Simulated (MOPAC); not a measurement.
Input file for MOPAC: PM3 on AsH4In (SMILES [AsH2][InH2]), a point of a torsion scan.

```
PM3 1SCF PRECISE CHARGE=0 THREADS=1
AsH4In

As    -1.54016131 1    -0.26442200 1    -0.71850725 1
In     0.99409519 1    -0.12284784 1    -0.14866621 1
H     -1.69998190 1     1.07313445 1    -0.03779824 1
H     -1.73458490 1    -0.94043841 1     0.62085463 1
H      2.24580249 1    -1.31007988 1    -0.53602103 1
H      1.76561851 1     1.20747402 1     0.72417336 1
```

The log:

```
*******************************************************************************
 **                                                                           **
 **                              MOPAC v23.2.5                                **
 **                                                                           **
 *******************************************************************************
 ** MOPAC's Digital Object Identifier: https://doi.org/10.5281/zenodo.6511958 **
 **                                                                           **
 ** Please cite the open-source release paper for use of this MOPAC version:  **
 ** J. E. Moussa and J. J. P. Stewart (2026)                                  **
 ** MOPAC: An open-source semiempirical molecular orbital program             **
 ** J. Open Source Softw., 11(119), 8025, https://doi.org/10.21105/joss.08025 **
 *******************************************************************************

                              PM3 CALCULATION RESULTS

 *******************************************************************************
 *  PM3        - The PM3 Hamiltonian to be used
 *
 *
 *
 *                 CHARGE ON SYSTEM = 0
 *
 *
 *
 *  PRECISE    - TIGHTER CRITERIA TO BE USED
 *  1SCF       - DO 1 SCF AND THEN STOP
 *  THREADS=1  - MULTI-THREADING NOT USED
 *  T=         - A TIME OF 172800.0 SECONDS REQUESTED
 *  DUMP=N     - RESTART FILE WRITTEN EVERY 7200.0 SECONDS REQUESTED
 *******************************************************************************
PM3 1SCF PRECISE CHARGE=0 THREADS=1
 AsH4In

   ATOM   CHEMICAL          X               Y               Z
  NUMBER   SYMBOL      (ANGSTROMS)     (ANGSTROMS)     (ANGSTROMS)

     1      As         -1.54016131  *  -0.26442200  *  -0.71850725  *
     2      In          0.99409519  *  -0.12284784  *  -0.14866621  *
     3       H         -1.69998190  *   1.07313445  *  -0.03779824  *
     4       H         -1.73458490  *  -0.94043841  *   0.62085463  *
     5       H          2.24580249  *  -1.31007988  *  -0.53602103  *
     6       H          1.76561851  *   1.20747402  *   0.72417336  *



          CARTESIAN COORDINATES

    NO.       ATOM           X           Y           Z

     1        As         -1.5402     -0.2644     -0.7185
     2        In          0.9941     -0.1228     -0.1487
     3         H         -1.7000      1.0731     -0.0378
     4         H         -1.7346     -0.9404      0.6209
     5         H          2.2458     -1.3101     -0.5360
     6         H          1.7656      1.2075      0.7242

  H: (PM3): J. J. P. STEWART, J. COMP. CHEM. 10, 209 (1989).
 As: (PM3): J. J. P. STEWART, J. COMP. CHEM. 12, 320-341 (1991).
 In: (PM3): J. J. P. STEWART, J. COMP. CHEM. 12, 320-341 (1991).

           Empirical Formula: H4 As In  =     6 atoms



      MOLECULAR POINT GROUP   :   C1


      RHF CALCULATION, NO. OF DOUBLY OCCUPIED LEVELS = 6


 -------------------------------------------------------------------------------
 PM3 1SCF PRECISE CHARGE=0 THREADS=1
 AsH4In



     1SCF WAS SPECIFIED, SO BFGS WAS NOT USED
     SCF FIELD WAS ACHIEVED


                              PM3 CALCULATION
                                                       MOPAC v23.2.5 Linux




          FINAL HEAT OF FORMATION =         39.49049 KCAL/MOL =     165.22819 KJ/MOL


          COSMO AREA              =        108.47 SQUARE ANGSTROMS
          COSMO VOLUME            =         93.45 CUBIC ANGSTROMS

          IONIZATION POTENTIAL    =         10.018125 EV
          HOMO LUMO ENERGIES (EV) =        -10.018 -3.123
          NO. OF FILLED LEVELS    =          6
          MOLECULAR WEIGHT        =        193.7732         POINT GROUP:  C1

          MOLECULAR DIMENSIONS (Angstroms)

            Atom       Atom       Distance
            H     5    H     3     4.63650
            H     6    H     4     3.66095
           As     1    H     4     1.40322


          SCF CALCULATIONS        =          1





   ATOM   CHEMICAL          X               Y               Z
  NUMBER   SYMBOL      (ANGSTROMS)     (ANGSTROMS)     (ANGSTROMS)

     1      As         -1.54016131  *  -0.26442200  *  -0.71850725  *
     2      In          0.99409519  *  -0.12284784  *  -0.14866621  *
     3       H         -1.69998190  *   1.07313445  *  -0.03779824  *
     4       H         -1.73458490  *  -0.94043841  *   0.62085463  *
     5       H          2.24580249  *  -1.31007988  *  -0.53602103  *
     6       H          1.76561851  *   1.20747402  *   0.72417336  *

                             CARTESIAN COORDINATES

   1   As       -1.540161310    -0.264422000    -0.718507250
   2   In        0.994095190    -0.122847840    -0.148666210
   3    H       -1.699981900     1.073134450    -0.037798240
   4    H       -1.734584900    -0.940438410     0.620854630
   5    H        2.245802490    -1.310079880    -0.536021030
   6    H        1.765618510     1.207474020     0.724173360


           Empirical Formula: H4 As In  =     6 atoms



      MOLECULAR POINT GROUP   :   C1


                  EIGENVALUES
 -21.43253 -15.37639 -13.37496 -11.94994 -11.03670 -10.01813  -3.12297  -1.66802
   0.31111   0.64128   1.35482   1.42693


              NET ATOMIC CHARGES AND DIPOLE CONTRIBUTIONS

  ATOM NO.   TYPE          CHARGE      No. of ELECS.   s-Pop       p-Pop
    1         As           0.397857        4.6021     1.81283     2.78931
    2         In          -0.271998        3.2720     1.27198     2.00002
    3          H          -0.070993        1.0710     1.07099
    4          H          -0.057866        1.0579     1.05787
    5          H           0.005371        0.9946     0.99463
    6          H          -0.002371        1.0024     1.00237
 DIPOLE           X         Y         Z       TOTAL
 POINT-CHG.    -3.142    -0.497    -1.361     3.460
 HYBRID         1.347     0.661     1.832     2.368
 SUM           -1.795     0.164     0.472     1.863


          ATOMIC ORBITAL ELECTRON POPULATIONS

     Atom    s        px        py        pz
    1 As   1.81283   0.88501   0.94224   0.96206
    2 In   1.27198   0.94359   0.76022   0.29621
    3  H   1.07099
    4  H   1.05787
    5  H   0.99463
    6  H   1.00237

 **********************
 *                    *
 * JOB ENDED NORMALLY *
 *                    *
 **********************




 == MOPAC DONE ==
```

The run finished.

Cost: very roughly 0.04 core-seconds.
